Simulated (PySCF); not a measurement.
H3S, SMILES [SH3+], charge +1. The structure is a stationary point at B3LYP-D3(BJ)/def2-TZVPD. The isomer is the one that the SMILES or the coordinates give; other isomers of the formula were not compared.

TDA-CAM-B3LYP/def2-TZVPD (PySCF) puts the lowest singlet excitations at 9.53, 9.53, 10.44, 11.53, 12.48, 12.48 eV and the lowest triplet (TDA) at 7.81 eV.

Problem. What are the lowest singlet roots from EOM-CCSD/aug-cc-pVDZ (PySCF 2.14.0)? (Estimate from the structure and the level; the computed values follow.)

Solution. 10.01, 10.01, 10.67, 12.28, 13.16, 13.16 eV; triplets 8.34, 8.34, 9.82 eV. S1 differs by 0.48 eV (second minus first; roots are paired by order, and the bases may differ).
